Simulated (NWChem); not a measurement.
System meant: SiNH₃Cl₂; SMILES N[SiH](Cl)Cl

The following NWChem deck was run.

```
start job
memory heap 200 mb stack 900 mb global 1100 mb
geometry units angstroms noautoz
  Si     0.304076     0.437537    -0.005742
  N      1.886276    -0.179118     0.128720
  Cl    -0.803621    -0.341183    -1.574303
  Cl    -0.703305    -0.049321     1.720642
  H      0.353493     1.903085    -0.199681
  H      2.610050     0.136540    -0.507825
  H      2.047449    -1.130022     0.442252
end
basis spherical
  Si library def2-svp
  N library def2-svp
  Cl library def2-svp
  H library def2-svp
end
dft
  xc b3lyp
  iterations 4
  mulliken
end
task dft energy
```

End of the output:

```
    Atom       Charge   Shell Charges
 -----------   ------   -------------------------------------------------------
    1 Si  14    13.69   2.00  1.93  0.67  0.32  5.81  1.23  1.09  0.65
    2 N    7     7.22   1.97  0.71  0.43  2.28  1.81  0.02
    3 Cl  17    17.08   2.00  1.96  1.05  0.80  5.82  2.28  3.16  0.02
    4 Cl  17    17.06   2.00  1.96  1.05  0.79  5.82  2.28  3.14  0.02
    5 H    1     1.10   0.66  0.42  0.03
    6 H    1     0.92   0.59  0.21  0.13
    7 H    1     0.92   0.59  0.21  0.13

 center of mass
 --------------
 x =  -0.10835377 y =   0.00159341 z =  -0.01275697

 moments of inertia (a.u.)
 ------------------
         732.626354957884           0.000000000000          -0.000000000000
           0.000000000000         411.756866454965          -0.000000000000
          -0.000000000000          -0.000000000000        1051.796090959369

     Multipole analysis of the density
     ---------------------------------

     L   x y z        total         alpha         beta         nuclear
     -   - - -        -----         -----         ----         -------
     0   0 0 0     -0.000000    -29.000000    -29.000000     58.000000

     1   1 0 0      0.957235      0.478617      0.478617     -0.000000
     1   0 1 0      0.130172      0.065086      0.065086      0.000000
     1   0 0 1     -0.125871     -0.062935     -0.062935      0.000000

     2   2 0 0    -29.962665   -115.999737   -115.999737    202.036808
     2   1 1 0      1.416873      0.703215      0.703215      0.010443
     2   1 0 1     -1.151529      0.944909      0.944909     -3.041347
     2   0 2 0    -35.532145   -184.904192   -184.904192    334.276239
     2   0 1 1      0.630806     -0.319850     -0.319850      1.270507
     2   0 0 2    -31.568232    -32.045812    -32.045812     32.523392

 ------------------------------------------------------------------------
 dft energy failed                                                                                  0
 ------------------------------------------------------------------------
 ------------------------------------------------------------------------
  current input line :
    23: task dft energy
 ------------------------------------------------------------------------
 ------------------------------------------------------------------------
 This type of error is most commonly associated with calculations not reaching convergence criteria
 ------------------------------------------------------------------------
 For more information see the NWChem manual at https://nwchemgit.github.io

0:dft energy failed:Received an Error in Communication
```

**Question.** Can this run be used? If not, why, and what is the fix?

**Answer.** Convergence was not reached. Cause: the SCF was allowed too few iterations. This input runs:
```
start job
memory heap 200 mb stack 900 mb global 1100 mb
geometry units angstroms noautoz
  Si     0.304076     0.437537    -0.005742
  N      1.886276    -0.179118     0.128720
  Cl    -0.803621    -0.341183    -1.574303
  Cl    -0.703305    -0.049321     1.720642
  H      0.353493     1.903085    -0.199681
  H      2.610050     0.136540    -0.507825
  H      2.047449    -1.130022     0.442252
end
basis spherical
  * library def2-svp
end
dft
  xc b3lyp
  iterations 150
  mulliken
end
task dft energy
```
It converges to -1266.20103 Ha (B3LYP/def2-SVP).
